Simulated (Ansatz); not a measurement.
Input (CCSDT(Q)/def2-SVP; Ansatz, a first-principles code):

Ansatz 0.2 input:
```yaml
crystal:
  periodic: [false, false, false]
  atoms:
    - {symbol: Bi, position_ang: [0.11208710, -0.62633752, 0.77367491]}
    - {symbol: I, position_ang: [2.05489889, 0.86234499, -0.61513851]}
    - {symbol: I, position_ang: [-2.23043152, 0.11852320, -0.59646559]}
basis:
  gaussian:
    orbitals: def2-SVP
magnetization: {spin_polarized: true, initial_magnetization: 1}
correlation: {method: ccsdt_q, electrons: outside_noble_gas}
```

Output:

```
Functional definition: HF
integrals: 0.21 GiB planned
1736 factors; integrals over basis functions are off by at most 1.0e-7 eV
mean field: 0.61 GiB planned
mean field evaluation 1: about -21957.2527 eV, gradient 1.1e1 eV
mean field evaluation 2: about -21957.2650 eV, gradient 1.1e1 eV
mean field evaluation 4: about -21958.3687 eV, gradient 1.1e0 eV
mean field evaluation 8: about -21958.4082 eV, gradient 1.3e-1 eV
mean field evaluation 16: about -21957.2517 eV, gradient 1.1e1 eV
mean field evaluation 32: about -21956.0561 eV, gradient 8.4e-2 eV
mean field evaluation 64: about -21955.5619 eV, gradient 5.4e-1 eV
mean field -21958.40991435 eV, -806.9566804076 hartree, gradient 1.1e-6 eV, S^2 0.767598; 2 other end points of the search recorded, 0 dependent functions left out
determinant -21958.40991435 eV, -806.9566804076 hartree, with singles and doubles -21966.06633445 eV, -807.2380486566 hartree
determinant -21956.05652854 eV, -806.8701950740 hartree, with singles and doubles -21963.92965316 eV, -807.1595270675 hartree
determinant -21955.11313645 eV, -806.8355260544 hartree, with singles and doubles -21962.92529614 eV, -807.1226176275 hartree
27 core orbitals not correlated
reference -21958.40991435 eV, -806.9566804076 hartree; 10, 9 occupied and 41, 42 virtual orbitals, 1736 factors
second order -6.96222652 eV of doubles, -0.00000000 eV of singles
coupled cluster: 3.25 GiB planned
cycle   1  -7.42772438 eV  change   -4.7e-1 eV  update   9.5e-2
cycle   2  -7.71146766 eV  change   -2.8e-1 eV  update   4.5e-2
cycle   3  -7.91408647 eV  change   -2.0e-1 eV  update   2.9e-2
cycle   4  -7.89795882 eV  change    1.6e-2 eV  update   1.0e-2
cycle   5  -7.89553811 eV  change    2.4e-3 eV  update   6.7e-3
cycle   6  -7.90023596 eV  change   -4.7e-3 eV  update   3.3e-3
cycle   7  -7.90093367 eV  change   -7.0e-4 eV  update   1.6e-3
cycle   8  -7.90071616 eV  change    2.2e-4 eV  update   6.7e-4
cycle   9  -7.90074889 eV  change   -3.3e-5 eV  update   3.6e-4
cycle  10  -7.90076211 eV  change   -1.3e-5 eV  update   1.8e-4
cycle  11  -7.90075660 eV  change    5.5e-6 eV  update   1.1e-4
cycle  12  -7.90082712 eV  change   -7.1e-5 eV  update   6.1e-5
cycle  13  -7.90083864 eV  change   -1.2e-5 eV  update   2.4e-5
cycle  14  -7.90085752 eV  change   -1.9e-5 eV  update   1.2e-5
cycle  15  -7.90086287 eV  change   -5.4e-6 eV  update   5.5e-6
cycle  16  -7.90086524 eV  change   -2.4e-6 eV  update   3.4e-6
cycle  17  -7.90086696 eV  change   -1.7e-6 eV  update   1.9e-6
cycle  18  -7.90086714 eV  change   -1.8e-7 eV  update   1.2e-6
perturbative correction -0.02317087 eV, -0.0008515139 hartree
Total energy: -21966.33395236 eV, -807.2478834334 hartree
```
